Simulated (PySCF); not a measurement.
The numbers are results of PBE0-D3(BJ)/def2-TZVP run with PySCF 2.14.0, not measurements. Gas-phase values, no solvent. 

Reference species (SMILES): `[CH]F` (excited triplet) (neutral, multiplicity 3).

| Property | Value |
|---|---|
| highest occupied spin orbital | -6.46 eV |

Changed species: `[CH]C#C` (lower triplet) (X = ethynyl, multiplicity 3; the reference has X = fluoro, multiplicity 3).

Question: Give the shifts of the highest occupied spin orbital.

Answer: the highest occupied spin orbital decreases by 0.09 eV, to -6.55 eV.
